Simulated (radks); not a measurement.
Results of a calculation; reference values are marked as such.
Charge is removed step by step from the 4s1/2 level of Ti+, starting from [Ar] 3d2 4s1. Level of theory: Dirac Kohn-Sham, LDA (Slater exchange, Perdew-Wang correlation), spin-unpolarised, spherical densities, finite nucleus; open shells fill j = l - 1/2 first; Fermi nuclear charge, rms radius 3.5921 fm (a radial shooting solver on a logarithmic mesh with Libxc functionals).

removed (e),E - E(0) (eV),eigenvalue (eV),E minus straight line (eV)
0,0.000,-10.590,0.000
0.25,2.847,-12.187,-0.601
0.5,6.095,-13.799,-0.800
0.75,9.745,-15.401,-0.597
1,13.789,-16.923,0.000

Removing the whole electron costs 13.789 eV by Delta-SCF, against 10.590 eV from minus the eigenvalue at the starting occupation. Slater's transition state (half an electron removed) gives 13.799 eV. Integrating minus the eigenvalue over the occupation (Janak's theorem) gives 13.789 eV. The mean slope of the eigenvalue, de/dn, is 6.33 eV per electron. Ionisation energy of Ti+ in the NIST Atomic Spectra Database: 13.576 eV (measured).

Beside tabulated values, note that spin-unpolarised runs miss the spin-polarisation part of the exchange energy of open shells.
